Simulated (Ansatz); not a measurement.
CH$_{8}$N$_{2}$Si (`C[SiH](N)N`), relaxed with RKS PBE-D4/def2-SVP in the Gaussian-basis code of Ansatz from a rough embedded geometry. The force threshold is 0.03 eV/Å; the program also tests the step.

Charge 0, multiplicity 1.

Start:

```xyz
12

C     0.571   -1.354   -0.391
Si   -0.333    0.164   -0.299
N     0.644    1.472   -0.068
N    -1.136    0.378    1.183
H     1.228   -1.580    0.457
H     1.214   -1.462   -1.320
H    -0.089   -2.252   -0.454
H    -1.203    0.448   -1.395
H     1.156    1.405    0.804
H     1.406    1.538   -0.778
H    -2.089   -0.109    1.033
H    -1.370    1.352    1.227
```

```tsv
step	energy (eV)	largest force (eV/Å)	largest move (Å)
1	-12010.8656	3.637	0.000
2	-12011.6840	1.345	0.169
3	-12011.8147	0.583	0.200
4 (rejected)	-12011.8015	0.979	0.200
5	-12011.8844	0.291	0.097
6	-12011.9085	0.200	0.100
7	-12011.9120	0.745	0.150
8	-12011.9313	0.145	0.090
9	-12011.9327	0.071	0.109
10	-12011.9346	0.039	0.074
11	-12011.9348	0.015	0.011
```

End:

```xyz
12

C     0.453   -1.482   -0.351
Si   -0.241    0.276   -0.297
N     0.887    1.591   -0.117
N    -1.262    0.328    1.117
H     0.974   -1.738    0.595
H     1.178   -1.591   -1.183
H    -0.351   -2.232   -0.511
H    -0.881    0.556   -1.644
H     1.526    1.608    0.682
H     1.327    1.988   -0.949
H    -1.829   -0.491    1.349
H    -1.781    1.188    1.310
```

Hardware: 4 threads of a server CPU on a shared host. Wall time 5.5 s, peak host memory 0.16 GiB.
